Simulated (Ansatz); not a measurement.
Program: Ansatz. Geometries: PBE0-D4/def2-TZVP. ΔE: electronic, gas phase. CCSD(T)/CBS adds triple-zeta CCSD(T) − MP2 to the extrapolated MP2 energy (def2 sets, frozen cores). This one scheme is used for every species. DFT in def2-TZVPP. B3LYP here is the variant with VWN-RPA as its local correlation; programs differ in this. For Cu outer-core shells are correlated without core-valence functions, which leaves a few kJ/mol of doubt a bond. Scalar relativity is left out up to krypton. Each species was taken in one conformer, which may not be the lowest.

`CC(C)(C)[O][Cu]` + H₂O → `CC(C)(C)[O][Cu-][OH2+]`  (adduct formation)

CCSD(T)/CBS gives -1.21 eV.

**Question.** Another level gave -1.27 eV. Which?
A. CAM-B3LYP/def2-TZVPP
B. B3LYP/def2-TZVPP
C. B3LYP-D4/def2-TZVPP
D. PBE-D4/def2-TZVPP

**Answer.** A. CAM-B3LYP -1.27, B3LYP-D4 -1.17, B3LYP -1.12, PBE-D4 -1.23 eV.

Largest T1 diagnostic among the species: 0.029, so the coupled-cluster value is less sure than usual.

The D4 term adds −0.05 eV with B3LYP and −0.03 eV with PBE0; it sums over pairs of atoms, weighted by their polarisabilities, and B3LYP, whose exchange is more repulsive, gets the larger term. From r2SCAN to r2SCAN0 (25 % exact exchange), in def2-TZVPP and without D4, ΔE moves by +0.06 eV. Leaving LDA and LC-ωPBE aside and taking each functional with its dispersion term where it has one, the values, not all of them listed here, spread over 0.27 eV, from r2SCAN-D4 to revPBE-D4. LDA lies −0.46 eV from PBE without D4.
